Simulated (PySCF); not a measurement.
# Peak assignment

Geometry:
```csv
atom,x (Å),y (Å),z (Å)
N1,-2.959,0.094,0.290
Si2,-1.738,-1.104,0.205
N3,-0.248,-0.166,0.286
C4,-0.052,1.055,0.872
N5,1.174,1.456,0.822
C6,1.863,0.457,0.174
C7,3.286,0.541,-0.074
O8,3.950,-0.299,-0.635
C9,0.978,-0.547,-0.153
H10,-3.918,-0.189,0.401
H11,-2.904,0.921,-0.285
H12,-1.607,-1.889,-1.025
H13,-1.851,-1.921,1.408
H14,-0.858,1.599,1.320
H15,3.734,1.476,0.310
H16,1.144,-1.475,-0.659
```

[PySCF 2.14.0 with density-fitted response routines: shielding tensors at PBE0/pcSseg-1 (GIAO); GFN2-xTB structure; non-relativistic Hamiltonian; a single conformation; fast rotation and ring inversion assumed for equivalent nuclei; no solvent]

Chemical shifts δ = σref − σ; TMS for 13C and 1H, all at this level.

(1) Assign these signals to the numbered atoms. 13C{1H} NMR (computed): δ 193.1 (CH), 151.0 (C), 142.2 (CH), 128.7 (CH).

(2) Assign these signals to the numbered atoms. 1H NMR (500 MHz, computed): δ 10.34 (s, 1H), 7.71 (m, 1H), 7.71 (m, 1H), 5.66 (s, 2H), 0.68 (br s, 2H).

Answers

(1) 
193.1 → C7, aldehyde carbonyl carbon: low-lying n→π* states of the double bond to the heteroatom give a large paramagnetic term (-247 ppm)
151.0 → C6, substituted aromatic carbon next to a ring nitrogen
142.2 → C4, aromatic CH between two ring heteroatoms
128.7 → C9, aromatic CH next to a ring nitrogen

(2) 
10.34 → H15, hydrogen on an aldehyde carbonyl carbon: the C=O anisotropy and electron withdrawal place aldehyde protons far downfield
7.71 → H14, hydrogen on an aromatic CH between two ring heteroatoms: ring-current deshielding
7.71 → H16, hydrogen on an aromatic CH next to a ring nitrogen: ring current plus the deshielding of an ortho carbonyl group
5.66 → H12/H13, hydrogen on a silicon bonded to 2 N
0.68 → H10/H11, hydrogen on a nitrogen bonded to Si: labile proton, position sensitive to the medium

H14 and H16 lie closer than the usual error of such a calculation, so a measured spectrum could show them in the other order.

The OH or NH signal is concentration- and solvent-dependent in practice; the value given is the gas-phase one. Shifts are as computed. Against solution values, carbons near 30 ppm lie about +3 ppm off and those near 130 ppm about +5 ppm. Of 1309 compounds with measured shifts, 239 miss one by over three times the rms of a fit or turn the order of signals round; such compounds aren't used in these exercises. No couplings were computed; multiplicities are counted from neighbouring protons, with m where these are inequivalent, close in shift, in a saturated or five-membered ring or joined by F or P, and br s for small geminal =CH2 splittings.
